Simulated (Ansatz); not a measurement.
Ansatz (a program for electronic structure) input (CCSD(T)/aug-cc-pV(D+d)Z):
A basis named .json is the Basis Set Exchange file of that set.

Ansatz 0.2 input:
```yaml
crystal:
  periodic: [false, false, false]
  atoms:
    - {symbol: C, position_ang: [-1.16979933, -0.02795748, 0.30417577]}
    - {symbol: Si, position_ang: [0.57568461, 0.01092575, -0.22556764]}
    - {symbol: H, position_ang: [-1.80015384, 0.85093633, 0.15655899]}
    - {symbol: H, position_ang: [-1.73943850, -0.95568380, 0.22400751]}
    - {symbol: H, position_ang: [1.28893734, -1.11663320, 0.52008273]}
    - {symbol: H, position_ang: [1.20986652, 1.23616507, 0.43224315]}
basis:
  gaussian:
    orbitals: aug-cc-pV_D+d_Z.json
total_charge: -1
magnetization: {spin_polarized: true, initial_magnetization: 1}
correlation: {method: ccsd_t, electrons: outside_noble_gas}
output: {forces: true}
```

Output:

```
Functional definition: HF
integrals: 0.16 GiB planned
920 factors; integrals over basis functions are off by at most 7.9e-4 eV
mean field: 0.22 GiB planned
mean field evaluation 1: about -8952.6871 eV, gradient 1.1e1 eV
mean field evaluation 2: about -8952.6875 eV, gradient 1.1e1 eV
mean field evaluation 4: about -8953.9922 eV, gradient 2.2e0 eV
mean field evaluation 8: about -8954.1095 eV, gradient 2.1e-1 eV
mean field evaluation 16: about -8952.6867 eV, gradient 1.1e1 eV
mean field evaluation 32: about -8952.6912 eV, gradient 3.7e0 eV
mean field evaluation 64: about -8953.2658 eV, gradient 5.2e-1 eV
mean field -8954.11467915 eV, -329.0576451418 hartree, gradient 1.5e-6 eV, S^2 0.815409; 2 other end points of the search recorded, 0 dependent functions left out
6 core orbitals not correlated
reference -8954.11467915 eV, -329.0576451418 hartree; 7, 6 occupied and 78, 79 virtual orbitals, 920 factors
densities: 0.86 GiB planned
second order -6.93405865 eV of doubles, -0.00000000 eV of singles
coupled cluster: 0.55 GiB planned
cycle   1  -7.67507873 eV  change   -7.4e-1 eV  update   9.1e-2
cycle   2  -8.01232313 eV  change   -3.4e-1 eV  update   3.6e-2
cycle   3  -8.07459871 eV  change   -6.2e-2 eV  update   2.3e-2
cycle   4  -8.07694089 eV  change   -2.3e-3 eV  update   1.3e-2
cycle   5  -8.07948518 eV  change   -2.5e-3 eV  update   6.4e-3
cycle   6  -8.08227550 eV  change   -2.8e-3 eV  update   3.1e-3
cycle   7  -8.08309432 eV  change   -8.2e-4 eV  update   1.3e-3
cycle   8  -8.08343083 eV  change   -3.4e-4 eV  update   5.8e-4
cycle   9  -8.08337185 eV  change    5.9e-5 eV  update   2.7e-4
cycle  10  -8.08333845 eV  change    3.3e-5 eV  update   1.2e-4
cycle  11  -8.08338083 eV  change   -4.2e-5 eV  update   6.4e-5
cycle  12  -8.08339777 eV  change   -1.7e-5 eV  update   3.5e-5
cycle  13  -8.08340354 eV  change   -5.8e-6 eV  update   1.9e-5
cycle  14  -8.08339843 eV  change    5.1e-6 eV  update   1.1e-5
cycle  15  -8.08338828 eV  change    1.0e-5 eV  update   6.0e-6
cycle  16  -8.08338753 eV  change    7.4e-7 eV  update   3.1e-6
cycle  17  -8.08338807 eV  change   -5.4e-7 eV  update   1.8e-6
cycle  18  -8.08338921 eV  change   -1.1e-6 eV  update   9.8e-7
cycle  19  -8.08338956 eV  change   -3.5e-7 eV  update   5.2e-7
perturbative correction -0.30191843 eV, -0.0110952976 hartree
the calculation of the forces begins
Total energy: -8962.49998714 eV, -329.3657995265 hartree
Atom 0 at    -1.169799    -0.027957     0.304176 Å, force     0.158206     0.010114     0.128480 eV/Å
Atom 1 at     0.575685     0.010926    -0.225568 Å, force     0.322658     0.012655     0.048513 eV/Å
Atom 2 at    -1.800154     0.850936     0.156559 Å, force    -0.300329     0.448707    -0.059026 eV/Å
Atom 3 at    -1.739439    -0.955684     0.224008 Å, force    -0.269421    -0.470980    -0.024690 eV/Å
Atom 4 at     1.288937    -1.116633     0.520083 Å, force     0.046701    -0.067447    -0.044130 eV/Å
Atom 5 at     1.209867     1.236165     0.432243 Å, force     0.042185     0.066951    -0.049147 eV/Å
Dipole moment:    -0.190398    -0.003381     0.080838 e Å
```
